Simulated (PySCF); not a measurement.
# `InChI=1S/C8H8Si/c9-8-5-7(8)6-3-1-2-4-6/h1-5H,9H3`

Geometry:
| atom | x (Å) | y (Å) | z (Å) |
| --- | --- | --- | --- |
| Si1 | 2.994 | 0.203 | 0.013 |
| C2 | 1.450 | -0.793 | -0.302 |
| C3 | 0.825 | -1.896 | -0.729 |
| C4 | 0.013 | -0.858 | -0.235 |
| C5 | -1.178 | -0.294 | 0.082 |
| C6 | -1.374 | 1.026 | 0.656 |
| C7 | -2.718 | 1.204 | 0.821 |
| C8 | -3.412 | 0.014 | 0.362 |
| C9 | -2.493 | -0.893 | -0.083 |
| H10 | 3.046 | 0.517 | 1.468 |
| H11 | 2.891 | 1.461 | -0.779 |
| H12 | 4.187 | -0.587 | -0.400 |
| H13 | 0.924 | -2.892 | -1.157 |
| H14 | -0.577 | 1.729 | 0.900 |
| H15 | -3.203 | 2.092 | 1.230 |
| H16 | -4.494 | -0.123 | 0.377 |
| H17 | -2.684 | -1.885 | -0.492 |

Computed with quadratic response CAM-B3LYP/aug-cc-pVDZ first hyperpolarisability, Taylor convention, gas phase (PySCF). Geometry: PBE0-D3(BJ)/def2-SVP.

(1) Give the tensor of the second harmonic β(−2ω;ω,ω) at 1064 nm in the axes of these coordinates.

Answers

(1) In au, Taylor convention; rows are the first index (the induced dipole):
|  | xx | yy | zz | xy | xz | yz |
| --- | --- | --- | --- | --- | --- | --- |
| x | -691.2 | +77.8 | +92.3 | -64.5 | +30.7 | -7.7 |
| y | -101.4 | +36.2 | -12.9 | +8.9 | -29.8 | +54.2 |
| z | +14.4 | +48.4 | -61.9 | -32.0 | +71.3 | -11.6 |

Norm of βᵢ = ⅓ Σⱼ (βᵢⱼⱼ + βⱼᵢⱼ + βⱼⱼᵢ): 583.6 au, hyper-Rayleigh value 274.3 au.
